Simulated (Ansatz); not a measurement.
Coupled-cluster run, C$_{4}$H$_{8}$Ge (`C#CC[CH2][GeH3]`).

```yaml
crystal:
  periodic: [false, false, false]
  atoms:
    - {symbol: C, position_ang: [-1.697753, 2.316588, 1.363068]}
    - {symbol: C, position_ang: [-1.152280, 1.280866, 1.096258]}
    - {symbol: C, position_ang: [-0.478859, 0.041752, 0.742476]}
    - {symbol: C, position_ang: [0.304858, 0.151264, -0.567177]}
    - {symbol: Ge, position_ang: [1.212746, -1.517905, -1.052865]}
    - {symbol: H, position_ang: [-2.184240, 3.231311, 1.605725]}
    - {symbol: H, position_ang: [0.191421, -0.242395, 1.561270]}
    - {symbol: H, position_ang: [-1.224886, -0.757458, 0.670645]}
    - {symbol: H, position_ang: [1.053165, 0.943450, -0.489823]}
    - {symbol: H, position_ang: [-0.366844, 0.430245, -1.382344]}
    - {symbol: H, position_ang: [1.978437, -1.346455, -2.374916]}
    - {symbol: H, position_ang: [0.179774, -2.648873, -1.212665]}
    - {symbol: H, position_ang: [2.204959, -1.917191, 0.055147]}
basis:
  gaussian: {orbitals: def2-TZVPP}
correlation: {method: ccsd_t}
```

```sh
$ ansatz run in.yaml --threads 2 --pin off --events-out ev --progress --plain --max-ram 22528MiB --backend cuda --devices 0, --max-vram 18GiB
```

Log, shortened:

```
Functional definition: HF
1686 factors; integrals over basis functions are off by at most 9.5e-4 eV
mean field evaluation 1: about -60717.8303 eV, gradient 3.5e1 eV
mean field evaluation 2: about -60718.1231 eV, gradient 3.4e1 eV
mean field evaluation 4: about -60721.6169 eV, gradient 4.7e0 eV
mean field evaluation 8: about -60721.6761 eV, gradient 2.8e-1 eV
mean field evaluation 16: about -60721.6768 eV, gradient 1.1e-6 eV
mean field -60721.67682155 eV, -2231.4804645611 hartree, gradient 1.1e-6 eV, S^2 0.000000; 0 other end points of the search recorded, 0 dependent functions left out
13 core orbitals not correlated: weight in the atoms' cores, before any rotation towards them, 1.000 or more for the frozen orbitals, at most 0.000 for the correlated occupied ones
reference -60721.67682155 eV, -2231.4804645611 hartree; 19, 19 occupied and 252, 252 virtual orbitals, 1686 factors
second order -24.88266232 eV of doubles, -0.00000000 eV of singles
cycle   1  -25.07435876 eV  change   -1.9e-1 eV  update   1.2e-1
cycle   2  -25.84104599 eV  change   -7.7e-1 eV  update   3.5e-2
cycle   3  -25.96188143 eV  change   -1.2e-1 eV  update   1.5e-2
cycle   4  -25.95991429 eV  change    2.0e-3 eV  update   4.1e-3
cycle   5  -25.96164623 eV  change   -1.7e-3 eV  update   1.5e-3
cycle   6  -25.96206023 eV  change   -4.1e-4 eV  update   4.1e-4
cycle   7  -25.96213097 eV  change   -7.1e-5 eV  update   1.2e-4
cycle   8  -25.96219075 eV  change   -6.0e-5 eV  update   3.9e-5
cycle   9  -25.96221192 eV  change   -2.1e-5 eV  update   1.2e-5
perturbative correction -1.12480901 eV, -0.0413359688 hartree
Total energy: -60748.76384249 eV, -2232.4758942204 hartree
```

It took 5 s on 2 threads of an AMD EPYC 7R13 on a shared host and a share of an NVIDIA H100 80 GB, with 0.86 GiB of host memory at the peak.

The correlation energy is -27.087 eV, 4.2 % of it from (T); the T1 diagnostic reads 0.0113.
